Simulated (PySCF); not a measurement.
# How methods differ on the excitation energy of Si²⁺

Si²⁺ [Ne] 3s2 (1S) → Si²⁺ [Ne] 3s1 4s1 (3S), as a difference of total energies. Computed with PySCF 2.14 in aug-cc-pwCVDZ, with no relativity, point nucleus. Correlated levels: valence: [Ne] frozen. The calculations carry no spin-orbit coupling.

```
           method  excitation energy (cm⁻¹)
              UHF                    145420
    MP2 (valence)                    150930
SCS-MP2 (valence)                    152820
   CCSD (valence)                    153240
```

The promoted electron is Rydberg-like, and one or two diffuse shells describe it only roughly, which tends to raise the upper state.

With two correlated electrons CCSD is exact in that space.
